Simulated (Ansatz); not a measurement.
Computed with Ansatz on PBE0-D4/def2-TZVP structures; ΔE is electronic, products minus reactants. CCSD(T)/CBS adds triple-zeta CCSD(T) − MP2 to the extrapolated MP2 energy (def2 sets, frozen cores). DFT in def2-TZVPP. B3LYP here is the variant with VWN-RPA as its local correlation; programs differ in this. def2 core potentials past Kr. For Sb outer-core shells are correlated without core-valence functions, which leaves a few kJ/mol of doubt a bond. One conformer a species, not always the lowest.

Reaction (redistribution): `[OH][AlH][SbH][Cl]` + `O[SiH2][SiH3]` → `[OH][AlH][SiH2]O` + `[SiH3][SbH][Cl]`

```json
{"level": "LDA (SPW92)", "ΔE (kJ/mol)": "37.7", "difference from CCSD(T)/CBS": "3.1"}
{"level": "PBE-D4", "ΔE (kJ/mol)": "33.3", "difference from CCSD(T)/CBS": "-1.3"}
{"level": "revPBE-D4", "ΔE (kJ/mol)": "32.9", "difference from CCSD(T)/CBS": "-1.7"}
{"level": "r2SCAN-D4", "ΔE (kJ/mol)": "36.4", "difference from CCSD(T)/CBS": "1.8"}
{"level": "B97M-V", "ΔE (kJ/mol)": "35.6", "difference from CCSD(T)/CBS": "1.0"}
{"level": "PBE0-D4", "ΔE (kJ/mol)": "34.6", "difference from CCSD(T)/CBS": "0.0"}
{"level": "B3LYP-D4", "ΔE (kJ/mol)": "34.0", "difference from CCSD(T)/CBS": "-0.6"}
{"level": "r2SCANh-D4", "ΔE (kJ/mol)": "36.7", "difference from CCSD(T)/CBS": "2.1"}
{"level": "r2SCAN0-D4", "ΔE (kJ/mol)": "37.1", "difference from CCSD(T)/CBS": "2.5"}
{"level": "CAM-B3LYP-D4", "ΔE (kJ/mol)": "35.0", "difference from CCSD(T)/CBS": "0.4"}
{"level": "ωB97X-V", "ΔE (kJ/mol)": "34.4", "difference from CCSD(T)/CBS": "-0.2"}
{"level": "ωB97M-V", "ΔE (kJ/mol)": "36.7", "difference from CCSD(T)/CBS": "2.1"}
{"level": "B2PLYP", "ΔE (kJ/mol)": "34.8", "difference from CCSD(T)/CBS": "0.2"}
{"level": "PBE-QIDH", "ΔE (kJ/mol)": "36.4", "difference from CCSD(T)/CBS": "1.8"}
{"level": "PBE", "ΔE (kJ/mol)": "32.5", "difference from CCSD(T)/CBS": "-2.1"}
{"level": "revPBE", "ΔE (kJ/mol)": "30.2", "difference from CCSD(T)/CBS": "-4.4"}
{"level": "BLYP", "ΔE (kJ/mol)": "30.7", "difference from CCSD(T)/CBS": "-3.9"}
{"level": "r2SCAN", "ΔE (kJ/mol)": "36.2", "difference from CCSD(T)/CBS": "1.6"}
{"level": "PBE0", "ΔE (kJ/mol)": "33.9", "difference from CCSD(T)/CBS": "-0.7"}
{"level": "B3LYP", "ΔE (kJ/mol)": "32.6", "difference from CCSD(T)/CBS": "-2.0"}
{"level": "r2SCANh", "ΔE (kJ/mol)": "36.5", "difference from CCSD(T)/CBS": "1.9"}
{"level": "r2SCAN0", "ΔE (kJ/mol)": "36.9", "difference from CCSD(T)/CBS": "2.3"}
{"level": "BHLYP", "ΔE (kJ/mol)": "34.5", "difference from CCSD(T)/CBS": "-0.1"}
{"level": "CAM-B3LYP", "ΔE (kJ/mol)": "34.3", "difference from CCSD(T)/CBS": "-0.3"}
{"level": "LC-ωPBE", "ΔE (kJ/mol)": "34.4", "difference from CCSD(T)/CBS": "-0.2"}
{"level": "RPA@PBE/def2-TZVPP", "ΔE (kJ/mol)": "32.6", "difference from CCSD(T)/CBS": "-2.0"}
{"level": "HF/def2-SVP", "ΔE (kJ/mol)": "36.8", "difference from CCSD(T)/CBS": "2.2"}
{"level": "MP2/def2-SVP", "ΔE (kJ/mol)": "39.1", "difference from CCSD(T)/CBS": "4.5"}
{"level": "CCSD/def2-SVP", "ΔE (kJ/mol)": "36.8", "difference from CCSD(T)/CBS": "2.2"}
{"level": "CCSD(T)/def2-SVP", "ΔE (kJ/mol)": "37.1", "difference from CCSD(T)/CBS": "2.5"}
{"level": "HF/def2-TZVPP", "ΔE (kJ/mol)": "33.9", "difference from CCSD(T)/CBS": "-0.7"}
{"level": "MP2/def2-TZVPP", "ΔE (kJ/mol)": "37.6", "difference from CCSD(T)/CBS": "3.0"}
{"level": "SCS-MP2/def2-TZVPP", "ΔE (kJ/mol)": "35.3", "difference from CCSD(T)/CBS": "0.7"}
{"level": "CCSD/def2-TZVPP", "ΔE (kJ/mol)": "34.7", "difference from CCSD(T)/CBS": "0.1"}
{"level": "HF/def2-QZVPP", "ΔE (kJ/mol)": "32.7", "difference from CCSD(T)/CBS": "-1.9"}
{"level": "MP2/def2-QZVPP", "ΔE (kJ/mol)": "36.8", "difference from CCSD(T)/CBS": "2.2"}
{"level": "SCS-MP2/def2-QZVPP", "ΔE (kJ/mol)": "34.5", "difference from CCSD(T)/CBS": "-0.1"}
{"level": "HF/CBS(def2)", "ΔE (kJ/mol)": "32.5", "difference from CCSD(T)/CBS": "-2.1"}
{"level": "MP2/CBS(def2)", "ΔE (kJ/mol)": "36.9", "difference from CCSD(T)/CBS": "2.3"}
{"level": "CCSD/CBS(def2)", "ΔE (kJ/mol)": "34.0", "difference from CCSD(T)/CBS": "-0.6"}
{"level": "CCSD(T)/CBS", "ΔE (kJ/mol)": "34.6", "difference from CCSD(T)/CBS": "0"}
```

Largest T1 diagnostic among the species: 0.014.

Leaving LDA and LC-ωPBE aside and taking each functional with its dispersion term where it has one, the values, not all of them listed here, spread over 4.4 kJ/mol, from BLYP-D4 to r2SCAN0-D4. LDA lies +5.2 kJ/mol from PBE without D4. From BLYP to BHLYP (50 % exact exchange), in def2-TZVPP and without D4, ΔE moves by +3.7 kJ/mol.
